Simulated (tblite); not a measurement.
C₇H₁₃F.
SMILES with atom numbers: `[CH3:1][C@@H:2]1[C@@H:3]([CH3:4])[CH2:5][CH2:6][C@@H:7]1[F:8]` (hydrogens: H9, H10, H11 on C1; H12 on C2; H13 on C3; H14, H15, H16 on C4; H17, H18 on C5; H19, H20 on C6; H21 on C7)

Computed geometry: GFN2-xTB, gas phase.

(1) List the bond lengths, angles and torsions at this level.

Answers

(1) 
```tsv
bond	length (Å)	order
C1–C2	1.522	single
C2–C3	1.535	single
C3–C4	1.520	single
C3–C5	1.532	single
C5–C6	1.535	single
C6–C7	1.535	single
C7–F8	1.385	single
C2–C7	1.535	single
C1–H9, C1–H10, C1–H11	1.087	single
C2–H12	1.096	single
C3–H13	1.094	single
C4–H14, C4–H15, C4–H16	1.088	single
C5–H17	1.089	single
C5–H18	1.092	single
C6–H19	1.089	single
C6–H20	1.090	single
C7–H21	1.095	single
```

Bonds in one row agree within 0.01 Å and their mean is given. Orders are formal, as drawn. A selection of angles:
```tsv
angle	degrees
C2–C1–H9	110.4
H9–C1–H10	108.5
H9–C1–H11	108.4
C1–C2–C3	114.7
C1–C2–C7	113.3
C1–C2–H12	109.5
C3–C2–C7	102.9
C3–C2–H12	108.6
C7–C2–H12	107.4
C2–C3–C4	114.1
C2–C3–C5	102.5
C2–C3–H13	108.2
C4–C3–C5	113.0
C4–C3–H13	109.4
C5–C3–H13	109.3
C3–C4–H14	110.5
C3–C4–H16	110.8
H14–C4–H15	108.4
C3–C5–C6	105.1
C3–C5–H17	112.2
C3–C5–H18	109.1
C6–C5–H17	112.1
C6–C5–H18	110.1
H17–C5–H18	108.1
C5–C6–C7	106.0
C5–C6–H19	111.8
C5–C6–H20	111.2
C7–C6–H19	111.2
C7–C6–H20	108.3
H19–C6–H20	108.1
C6–C7–F8	109.1
C6–C7–H21	113.6
F8–C7–H21	105.0
C2–C7–C6	106.0
C2–C7–F8	110.1
C2–C7–H21	113.0
```

Dihedral angles: C1–C2–C3–C4 72° (synclinal); C2–C3–C5–C6 37° (synclinal); C3–C5–C6–C7 -17° (synperiplanar); C5–C6–C7–F8 110° (anticlinal); C1–C2–C7–C6 156° (antiperiplanar).

The 5-membered ring C2–C3–C5–C6–C7 has internal angles of 102.5° to 106.0°; it is puckered, 0.18 Å rms from its mean plane, widest ring torsion 42°. Of the pairs four or more bonds apart, F8···H11 is among the closest relative to their van der Waals radii: 2.48 Å, 93 % of the sum of Bondi's values.

Point group: C1 (no symmetry element, even within 0.4 Å). Its GFN2-xTB frequencies are all real (lowest 49 cm⁻¹). One conformer, not necessarily the lowest.
